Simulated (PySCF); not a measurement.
C$_{5}$H$_{14}$NSi (SMILES C[CH]N([SiH3])C(C)C), doublet, geometry from GFN2-xTB, atoms displaced at random by about 0.03 Å a coordinate; PBE0/STO-3G, gradient by finite differences (PySCF).

Here is a job for PySCF.
```python
from pyscf import gto, scf, dft

mol = gto.Mole()
mol.atom = '''
    C     2.551050   -0.855328   -0.703791
    C     1.120348   -1.095018   -0.555501
    N     0.196208   -0.180787   -0.029727
    Si    0.628044    1.431313    0.342755
    C    -1.167387   -0.623554   -0.023745
    C    -1.726549   -0.701079    1.372686
    C    -2.069157    0.273009   -0.926939
    H     3.079483   -0.796701    0.315333
    H     3.010054   -1.501342   -1.343782
    H     2.717297    0.248723   -1.099544
    H     0.853324   -2.108896   -0.662557
    H     0.851865    2.329066   -0.819295
    H    -0.470374    2.004017    1.174321
    H     1.817573    1.447645    1.260147
    H    -1.265382   -1.627423   -0.466741
    H    -2.756357   -1.244696    1.386894
    H    -1.851128    0.219186    1.821781
    H    -1.037859   -1.357146    2.015837
    H    -1.692127    0.290208   -1.897997
    H    -2.148354    1.244636   -0.496941
    H    -3.071038   -0.227150   -0.963875
'''
mol.basis = 'sto-3g'
mol.charge = 0
mol.spin = 1
mol.verbose = 4
mol.build()

mf = dft.UKS(mol)
mf.xc = 'pbe0'
mf.conv_tol = 1e-11
mf.kernel()
scan, done = mf.as_scanner(), []
scan.scf_summary = {}
def energy(d):
    c = mol.atom_coords()
    c[13, 1] += d
    e = scan(mol.set_geom_(c, unit='Bohr', inplace=False))
    done.append(scan.converged)
    return e
h = 1e-5
fd = (energy(h) - energy(-h)) / (2 * h)
print('dE/dx =', fd)
```

The log (banner, timings and long lists left out):

```
PySCF version 2.14.0

[INPUT] verbose = 4
[INPUT] num. atoms = 21
[INPUT] num. electrons = 65
[INPUT] charge = 0
[INPUT] spin (= nelec alpha-beta = 2S) = 1
[INPUT] symmetry False subgroup None
[INPUT] Mole.unit = angstrom
[INPUT] Symbol           X                Y                Z      unit          X                Y                Z       unit  Magmom
[...]
nuclear repulsion = 399.757162932736
number of shells = 37
number of NR pGTOs = 159
number of NR cGTOs = 53
basis = sto-3g
ecp = {}

******** <class 'pyscf.dft.uks.UKS'> ********
method = UKS
initial guess = minao
damping factor = 0
level_shift factor = 0
DIIS = <class 'pyscf.scf.diis.CDIIS'>
diis_start_cycle = 1
diis_space = 8
diis_damp = 0
SCF conv_tol = 1e-11
SCF conv_tol_grad = None
SCF max_cycles = 50
direct_scf = True
direct_scf_tol = 1e-13
number electrons alpha = 33  beta = 32
XC library pyscf.dft.libxc version 7.1.2
    S. Lehtola, C. Steigemann, M. J. T. Oliveira, and M. A. L. Marques,  SoftwareX 7, 1–5 (2018)
XC functionals = pbe0
    C. Adamo and V. Barone,  J. Chem. Phys. 110, 6158 (1999)
    M. Ernzerhof and G. E. Scuseria,  J. Chem. Phys. 110, 5029 (1999)
radial grids:
    Treutler-Ahlrichs [JCP 102, 346 (1995); DOI:10.1063/1.469408] (M4) radial grids

becke partition: Becke, JCP 88, 2547 (1988); DOI:10.1063/1.454033
pruning grids: <function nwchem_prune>
grids dens level: 3
symmetrized grids: False
atomic radii adjust function: <function treutler_atomic_radii_adjust>
small_rho_cutoff = 0
Set gradient conv threshold to 3.16228e-06
tot grids = 240984
init E= -536.740373806833

cycle= 1 E= -536.258113080481  delta_E= 0.482  |g|= 0.236  |ddm|= 3.87
cycle= 2 E= -536.272405108514  delta_E= -0.0143  |g|= 0.201  |ddm|= 0.626
cycle= 3 E= -536.296740812896  delta_E= -0.0243  |g|= 0.0365  |ddm|= 0.308
cycle= 4 E= -536.297480997587  delta_E= -0.00074  |g|= 0.00869  |ddm|= 0.055
cycle= 5 E= -536.297555393707  delta_E= -7.44e-05  |g|= 0.00281  |ddm|= 0.0188
cycle= 6 E= -536.297561737241  delta_E= -6.34e-06  |g|= 0.00107  |ddm|= 0.00536
cycle= 7 E= -536.297562892895  delta_E= -1.16e-06  |g|= 0.000195  |ddm|= 0.00262
cycle= 8 E= -536.297562931861  delta_E= -3.9e-08  |g|= 6.76e-05  |ddm|= 0.000497
cycle= 9 E= -536.297562936931  delta_E= -5.07e-09  |g|= 2.18e-05  |ddm|= 0.000155
cycle= 10 E= -536.297562937521  delta_E= -5.91e-10  |g|= 7.72e-06  |ddm|= 5.58e-05
cycle= 11 E= -536.297562937593  delta_E= -7.19e-11  |g|= 2.73e-06  |ddm|= 2.18e-05
cycle= 12 E= -536.297562937603  delta_E= -9.78e-12  |g|= 1.06e-06  |ddm|= 5.39e-06
Extra cycle  E= -536.297562937604  delta_E= -1.14e-12  |g|= 8.56e-07  |ddm|= 2.8e-06
converged SCF energy = -536.297562937604  <S^2> = 0.75308454  2S+1 = 2.0030822
Create scanner for <class 'pyscf.dft.uks.UKS'>

WARN: Mole.unit (angstrom) is changed to Bohr

New geometry
   1 C      2.551050000000  -0.855328000000  -0.703791000000 AA    4.820785830072  -1.616335666672  -1.329972238934 Bohr
   2 C      1.120348000000  -1.095018000000  -0.555501000000 AA    2.117150884204  -2.069284121469  -1.049744751922 Bohr
   3 N      0.196208000000  -0.180787000000  -0.029727000000 AA    0.370779383449  -0.341637916882  -0.056175888505 Bohr
   4 Si     0.628044000000   1.431313000000   0.342755000000 AA    1.186831154176   2.704789568530   0.647713077825 Bohr
   5 C     -1.167387000000  -0.623554000000  -0.023745000000 AA   -2.206041711378  -1.178346283877  -0.044871546828 Bohr
   6 C     -1.726549000000  -0.701079000000   1.372686000000 AA   -3.262704750642  -1.324847301684   2.594000595025 Bohr
   7 C     -2.069157000000   0.273009000000  -0.926939000000 AA   -3.910140038727   0.515912239541  -1.751660844178 Bohr
   8 H      3.079483000000  -0.796701000000   0.315333000000 AA    5.819379475254  -1.505546693167   0.595893008037 Bohr
   9 H      3.010054000000  -1.501342000000  -1.343782000000 AA    5.688177680152  -2.837125199307  -2.539379951120 Bohr
  10 H      2.717297000000   0.248723000000  -1.099544000000 AA    5.134947129102   0.470018350880  -2.077837021909 Bohr
  11 H      0.853324000000  -2.108896000000  -0.662557000000 AA    1.612548655518  -3.985235865191  -1.252051271913 Bohr
  12 H      0.851865000000   2.329066000000  -0.819295000000 AA    1.609791545103   4.401296866036  -1.548243165226 Bohr
  13 H     -0.470374000000   2.004017000000   1.174321000000 AA   -0.888878036116   3.787043278973   2.219145072325 Bohr
  14 H      1.817573000000   1.447650291772   1.260147000000 AA    3.434715181404   2.735662575596   2.381332706692 Bohr
  15 H     -1.265382000000  -1.627423000000  -0.466741000000 AA   -2.391225422954  -3.075383758818  -0.882012661106 Bohr
  16 H     -2.756357000000  -1.244696000000   1.386894000000 AA   -5.208759831528  -2.352134548342   2.620849823803 Bohr
  17 H     -1.851128000000   0.219186000000   1.821781000000 AA   -3.498124941514   0.414201510339   3.442667148936 Bohr
  18 H     -1.037859000000  -1.357146000000   2.015837000000 AA   -1.961269265915  -2.564634251049   3.809379841765 Bohr
  19 H     -1.692127000000   0.290208000000  -1.897997000000 AA   -3.197656597982   0.548413639158  -3.586694515246 Bohr
  20 H     -2.148354000000   1.244636000000  -0.496941000000 AA   -4.059800678614   2.352021164774  -0.939082390067 Bohr
  21 H     -3.071038000000  -0.227150000000  -0.963875000000 AA   -5.803420738132  -0.429251289195  -1.821459768315 Bohr

******** <class 'pyscf.scf.hf.UKS_Scanner'> ********
method = UKS_Scanner
initial guess = minao
damping factor = 0
level_shift factor = 0
DIIS = <class 'pyscf.scf.diis.CDIIS'>
diis_start_cycle = 1
diis_space = 8
diis_damp = 0
SCF conv_tol = 1e-11
SCF conv_tol_grad = None
SCF max_cycles = 50
direct_scf = True
direct_scf_tol = 1e-13
number electrons alpha = 33  beta = 32
XC library pyscf.dft.libxc version 7.1.2
    S. Lehtola, C. Steigemann, M. J. T. Oliveira, and M. A. L. Marques,  SoftwareX 7, 1–5 (2018)
XC functionals = pbe0
    C. Adamo and V. Barone,  J. Chem. Phys. 110, 6158 (1999)
    M. Ernzerhof and G. E. Scuseria,  J. Chem. Phys. 110, 5029 (1999)
radial grids:
    Treutler-Ahlrichs [JCP 102, 346 (1995); DOI:10.1063/1.469408] (M4) radial grids

becke partition: Becke, JCP 88, 2547 (1988); DOI:10.1063/1.454033
pruning grids: <function nwchem_prune>
grids dens level: 3
symmetrized grids: False
atomic radii adjust function: <function treutler_atomic_radii_adjust>
small_rho_cutoff = 0
Set gradient conv threshold to 3.16228e-06
tot grids = 240984
init E= -536.297562908347
cycle= 1 E= -536.297562923859  delta_E= -1.55e-08  |g|= 9.85e-07  |ddm|= 3.09e-06
cycle= 2 E= -536.297562923865  delta_E= -6.59e-12  |g|= 1.13e-06  |ddm|= 2.75e-06
Extra cycle  E= -536.29756292386  delta_E= 5.23e-12  |g|= 1.34e-06  |ddm|= 3.16e-06
converged SCF energy = -536.29756292386  <S^2> = 0.75308456  2S+1 = 2.0030822

WARN: Mole.unit (angstrom) is changed to Bohr

New geometry
   1 C      2.551050000000  -0.855328000000  -0.703791000000 AA    4.820785830072  -1.616335666672  -1.329972238934 Bohr
   2 C      1.120348000000  -1.095018000000  -0.555501000000 AA    2.117150884204  -2.069284121469  -1.049744751922 Bohr
   3 N      0.196208000000  -0.180787000000  -0.029727000000 AA    0.370779383449  -0.341637916882  -0.056175888505 Bohr
   4 Si     0.628044000000   1.431313000000   0.342755000000 AA    1.186831154176   2.704789568530   0.647713077825 Bohr
   5 C     -1.167387000000  -0.623554000000  -0.023745000000 AA   -2.206041711378  -1.178346283877  -0.044871546828 Bohr
   6 C     -1.726549000000  -0.701079000000   1.372686000000 AA   -3.262704750642  -1.324847301684   2.594000595025 Bohr
   7 C     -2.069157000000   0.273009000000  -0.926939000000 AA   -3.910140038727   0.515912239541  -1.751660844178 Bohr
   8 H      3.079483000000  -0.796701000000   0.315333000000 AA    5.819379475254  -1.505546693167   0.595893008037 Bohr
   9 H      3.010054000000  -1.501342000000  -1.343782000000 AA    5.688177680152  -2.837125199307  -2.539379951120 Bohr
  10 H      2.717297000000   0.248723000000  -1.099544000000 AA    5.134947129102   0.470018350880  -2.077837021909 Bohr
  11 H      0.853324000000  -2.108896000000  -0.662557000000 AA    1.612548655518  -3.985235865191  -1.252051271913 Bohr
  12 H      0.851865000000   2.329066000000  -0.819295000000 AA    1.609791545103   4.401296866036  -1.548243165226 Bohr
  13 H     -0.470374000000   2.004017000000   1.174321000000 AA   -0.888878036116   3.787043278973   2.219145072325 Bohr
  14 H      1.817573000000   1.447639708228   1.260147000000 AA    3.434715181404   2.735642575596   2.381332706692 Bohr
  15 H     -1.265382000000  -1.627423000000  -0.466741000000 AA   -2.391225422954  -3.075383758818  -0.882012661106 Bohr
  16 H     -2.756357000000  -1.244696000000   1.386894000000 AA   -5.208759831528  -2.352134548342   2.620849823803 Bohr
  17 H     -1.851128000000   0.219186000000   1.821781000000 AA   -3.498124941514   0.414201510339   3.442667148936 Bohr
  18 H     -1.037859000000  -1.357146000000   2.015837000000 AA   -1.961269265915  -2.564634251049   3.809379841765 Bohr
  19 H     -1.692127000000   0.290208000000  -1.897997000000 AA   -3.197656597982   0.548413639158  -3.586694515246 Bohr
  20 H     -2.148354000000   1.244636000000  -0.496941000000 AA   -4.059800678614   2.352021164774  -0.939082390067 Bohr
  21 H     -3.071038000000  -0.227150000000  -0.963875000000 AA   -5.803420738132  -0.429251289195  -1.821459768315 Bohr

******** <class 'pyscf.scf.hf.UKS_Scanner'> ********
method = UKS_Scanner
initial guess = minao
damping factor = 0
level_shift factor = 0
DIIS = <class 'pyscf.scf.diis.CDIIS'>
diis_start_cycle = 1
diis_space = 8
diis_damp = 0
SCF conv_tol = 1e-11
SCF conv_tol_grad = None
SCF max_cycles = 50
direct_scf = True
direct_scf_tol = 1e-13
number electrons alpha = 33  beta = 32
XC library pyscf.dft.libxc version 7.1.2
    S. Lehtola, C. Steigemann, M. J. T. Oliveira, and M. A. L. Marques,  SoftwareX 7, 1–5 (2018)
XC functionals = pbe0
    C. Adamo and V. Barone,  J. Chem. Phys. 110, 6158 (1999)
    M. Ernzerhof and G. E. Scuseria,  J. Chem. Phys. 110, 5029 (1999)
radial grids:
    Treutler-Ahlrichs [JCP 102, 346 (1995); DOI:10.1063/1.469408] (M4) radial grids

becke partition: Becke, JCP 88, 2547 (1988); DOI:10.1063/1.454033
pruning grids: <function nwchem_prune>
grids dens level: 3
symmetrized grids: False
atomic radii adjust function: <function treutler_atomic_radii_adjust>
small_rho_cutoff = 0
Set gradient conv threshold to 3.16228e-06
tot grids = 240984
init E= -536.297562982368
cycle= 1 E= -536.297562951333  delta_E= 3.1e-08  |g|= 1.84e-06  |ddm|= 5.65e-06
cycle= 2 E= -536.297562951336  delta_E= -2.96e-12  |g|= 2.24e-06  |ddm|= 5.29e-06
Extra cycle  E= -536.297562951335  delta_E= 1.25e-12  |g|= 2.72e-06  |ddm|= 6.37e-06
converged SCF energy = -536.297562951335  <S^2> = 0.75308455  2S+1 = 2.0030822
dE/dx = 0.001373729219267261
```
